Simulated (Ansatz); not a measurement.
System: PbCl$_{2}$, charge 0, triplet. PbCl2 (SMILES [Cl][Pb][Cl], triplet).
B3LYP-D3(BJ)/def2-TZVP minimum from Ansatz (a program for electronic structure):
```xyz
3

Pb    -0.0087     0.0105     0.6883
Cl     0.8830     1.0019    -1.6648
Cl    -0.8410    -1.0525    -1.6552
```
Charge 0, spin multiplicity 3.

Total energies in def2-SVP, 18 correlated electrons, 19 frozen orbitals. Open shells are spin-unrestricted; no spin-orbit coupling. Correlated methods leave the cores frozen (noble-gas shells, and filled d and f shells in the p block). Past Kr the def2 sets carry scalar-relativistic core potentials. Spin-orbit terms, left out, reach several kcal/mol for Br and I, and more for heavier atoms. The UHF reference of Cl2Pb ([Cl][Pb][Cl], triplet) is spin-contaminated (<S^2> up to 0.04 over the pure value in the sets run). The spin of Cl2Pb ([Cl][Pb][Cl], triplet) was assumed, and the state is the lowest solution found for it.

```
method    program  energy (Eh)  minus CCSDT(Q) (mEh)
--------  -------  -----------  --------------------
HF         Ansatz  -1110.55728                346.62
MP2        Ansatz  -1110.85946                 44.44
CCSD       Ansatz  -1110.89336                 10.54
CCSD(T)    Ansatz  -1110.90173                  2.17
CCSDT(Q)   Ansatz  -1110.90390                  0.00
```

Rough core times of Ansatz's runs on a shared machine: CCSD(T) 30 s, CCSDT(Q) 4 min.
